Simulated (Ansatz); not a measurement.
`OB1OC1S`, charge 0, multiplicity 1.

Q: Give a relaxed structure at PBE0-D4/def2-TZVP (Ansatz 0.2.0). (Estimate.)

A: The calculation gave: 
Z-matrix (Å, degrees):
```
C
S 1 1.757
B 1 1.514 2 122.1
O 1 1.522 2 117.6 3 60.6
H 1 1.086 2 114.8 3 -166.6
H 2 1.346 1 98.2 3 -147.6
O 3 1.338 1 157.9 2 -77.3
H 7 0.960 3 114.0 1 -0.5
```
